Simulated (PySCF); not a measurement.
C$_{3}$H$_{7}$O, doublet, at a GFN2-xTB geometry; DF-M062X/pcseg-1 (PySCF).

The PySCF input:
```python
from pyscf import gto, scf, dft

mol = gto.M(
    atom='''
C     1.42045454   -0.07797504    0.80082338
C     0.62253858   -0.57672706   -0.33257488
O    -0.40465608    0.29361071   -0.75241760
C    -1.46210153    0.39205968    0.16817499
H     2.09719935   -0.73733592    1.30573689
H     1.43775174    0.97000712    1.02387976
H     1.25461016   -0.70377724   -1.22987282
H     0.20594725   -1.57534352   -0.09935914
H    -1.11764065    0.75992211    1.14103815
H    -2.17690498    1.09473276   -0.25503038
H    -1.94906388   -0.58123639    0.31440752
''',
    basis='pcseg-1',
    spin=1,
    verbose=4,
)

mf = dft.UKS(mol)
mf.xc = 'm062x'
mf = mf.density_fit(auxbasis='def2-universal-jkfit')
mf.kernel()
```

What does PySCF print? Leave out banner, timings and long lists.


```
PySCF version 2.14.0

[INPUT] verbose = 4
[INPUT] num. atoms = 11
[INPUT] num. electrons = 33
[INPUT] charge = 0
[INPUT] spin (= nelec alpha-beta = 2S) = 1
[INPUT] symmetry False subgroup None
[INPUT] Mole.unit = angstrom
[INPUT] Symbol           X                Y                Z      unit          X                Y                Z       unit  Magmom
[INPUT]  1 C      1.420454540000  -0.077975040000   0.800823380000 AA    2.684270052995  -0.147351470152   1.513336862348 Bohr   0.0
[INPUT]  2 C      0.622538580000  -0.576727060000  -0.332574880000 AA    1.176427418176  -1.089856192026  -0.628475439110 Bohr   0.0
[INPUT]  3 O     -0.404656080000   0.293610710000  -0.752417600000 AA   -0.764689165840   0.554843829139  -1.421863195303 Bohr   0.0
[INPUT]  4 C     -1.462101530000   0.392059680000   0.168174990000 AA   -2.762971458008   0.740885419685   0.317804672101 Bohr   0.0
[INPUT]  5 H      2.097199350000  -0.737335920000   1.305736890000 AA    3.963132400116  -1.393362950604   2.467485112841 Bohr   0.0
[INPUT]  6 H      1.437751740000   0.970007120000   1.023879760000 AA    2.716957023717   1.833047795678   1.934852330885 Bohr   0.0
[INPUT]  7 H      1.254610160000  -0.703777240000  -1.229872820000 AA    2.370869595497  -1.329946236302  -2.324122797847 Bohr   0.0
[INPUT]  8 H      0.205947250000  -1.575343520000  -0.099359140000 AA    0.389183898607  -2.976967804908  -0.187761562572 Bohr   0.0
[INPUT]  9 H     -1.117640650000   0.759922110000   1.141038150000 AA   -2.112034734181   1.436044663902   2.156249601180 Bohr   0.0
[INPUT] 10 H     -2.176904980000   1.094732760000  -0.255030380000 AA   -4.113754211402   2.068745095989  -0.481937571644 Bohr   0.0
[INPUT] 11 H     -1.949063880000  -0.581236390000   0.314407520000 AA   -3.683196932482  -1.098377590731   0.594144104304 Bohr   0.0

nuclear repulsion = 127.808663940233
number of shells = 26
number of NR pGTOs = 149
number of NR cGTOs = 91
basis = pcseg-1
ecp = {}

******** <class 'pyscf.df.df_jk.DFUKS'> ********
method = DFUKS
initial guess = minao
damping factor = 0
level_shift factor = 0
DIIS = <class 'pyscf.scf.diis.CDIIS'>
diis_start_cycle = 1
diis_space = 8
diis_damp = 0
SCF conv_tol = 1e-09
SCF conv_tol_grad = None
SCF max_cycles = 50
direct_scf = False
number electrons alpha = 17  beta = 16
XC library pyscf.dft.libxc version 7.1.2
    S. Lehtola, C. Steigemann, M. J. T. Oliveira, and M. A. L. Marques,  SoftwareX 7, 1–5 (2018)
XC functionals = m062x
    Y. Zhao and D. G. Truhlar,  Theor. Chem. Acc. 120, 215 (2008)
    Y. Zhao and D. G. Truhlar,  Theor. Chem. Acc. 120, 215 (2008)
radial grids:
    Treutler-Ahlrichs [JCP 102, 346 (1995); DOI:10.1063/1.469408] (M4) radial grids

becke partition: Becke, JCP 88, 2547 (1988); DOI:10.1063/1.454033
pruning grids: <function nwchem_prune>
grids dens level: 3
symmetrized grids: False
atomic radii adjust function: <function treutler_atomic_radii_adjust>
small_rho_cutoff = 0
Set gradient conv threshold to 3.16228e-05
tot grids = 125096
******** <class 'pyscf.df.df.DF'> ********
auxbasis = def2-universal-jkfit
init E= -193.938148137165

cycle= 1 E= -193.487448315776  delta_E= 0.451  |g|= 0.319  |ddm|= 2.09
cycle= 2 E= -193.486378944593  delta_E= 0.00107  |g|= 0.361  |ddm|= 0.509
cycle= 3 E= -193.533285517261  delta_E= -0.0469  |g|= 0.0321  |ddm|= 0.285
cycle= 4 E= -193.533918142051  delta_E= -0.000633  |g|= 0.0114  |ddm|= 0.0376
cycle= 5 E= -193.534021078573  delta_E= -0.000103  |g|= 0.00469  |ddm|= 0.0151
cycle= 6 E= -193.534041190431  delta_E= -2.01e-05  |g|= 0.00129  |ddm|= 0.00754
cycle= 7 E= -193.534043320647  delta_E= -2.13e-06  |g|= 0.000371  |ddm|= 0.00281
cycle= 8 E= -193.534043423247  delta_E= -1.03e-07  |g|= 0.000142  |ddm|= 0.000619
cycle= 9 E= -193.534043437871  delta_E= -1.46e-08  |g|= 3.83e-05  |ddm|= 0.000208
cycle= 10 E= -193.534043439128  delta_E= -1.26e-09  |g|= 1.02e-05  |ddm|= 5.58e-05
cycle= 11 E= -193.53404343927  delta_E= -1.43e-10  |g|= 3.52e-06  |ddm|= 2.63e-05
Extra cycle  E= -193.534043439278  delta_E= -7.84e-12  |g|= 2.91e-06  |ddm|= 6.44e-06
converged SCF energy = -193.534043439278  <S^2> = 0.7546756  2S+1 = 2.0046701
```
